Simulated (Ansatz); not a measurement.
Start from `CC[SiH2]PO` and change one atom or group to get `CC[SiH2][SeH]`.

Ansatz, PBE0-D4/def2-TZVP geometries, multiplicity 1. Each molecule was computed in one conformer, which needn't be the lowest.

Scalar relativity is left out up to krypton.

```tsv
property	`CC[SiH2]PO`
LUMO energy (ωB97M-V/def2-TZVPP) / eV	1.24
HOMO energy (PBE/def2-TZVPP) / eV	-5.67
LUMO energy (B3LYP/def2-TZVPP) / eV	-0.79
HOMO–LUMO gap (ωB97M-V/def2-TZVPP) / eV	10.17
HOMO energy (ωB97M-V/def2-TZVPP) / eV	-8.93
HOMO–LUMO gap (PBE0/def2-TZVPP) / eV	6.26
```

Task: Give the same properties after the change, and the shifts. (Estimate.)

Result: Computed: 
```csv
property,`CC[SiH2][SeH]`,shift
LUMO energy (ωB97M-V/def2-TZVPP) / eV,1.93,0.69
HOMO energy (PBE/def2-TZVPP) / eV,-5.78,-0.11
LUMO energy (B3LYP/def2-TZVPP) / eV,-0.08,0.71
HOMO–LUMO gap (ωB97M-V/def2-TZVPP) / eV,11.02,0.85
HOMO energy (ωB97M-V/def2-TZVPP) / eV,-9.09,-0.16
HOMO–LUMO gap (PBE0/def2-TZVPP) / eV,7.12,0.86
```

With PBE0 the HOMO falls by 0.11 eV and the LUMO rises by 0.76 eV, so the gap widens by about 0.87 eV. PBE moves the HOMO by -0.11 eV and ωB97M-V by -0.16 eV.

B3LYP here is the variant with VWN-RPA as its local correlation; programs differ in this.

Spin–orbit coupling is left out; it splits and shifts lone-pair levels of the heavy atoms by tenths of an eV.
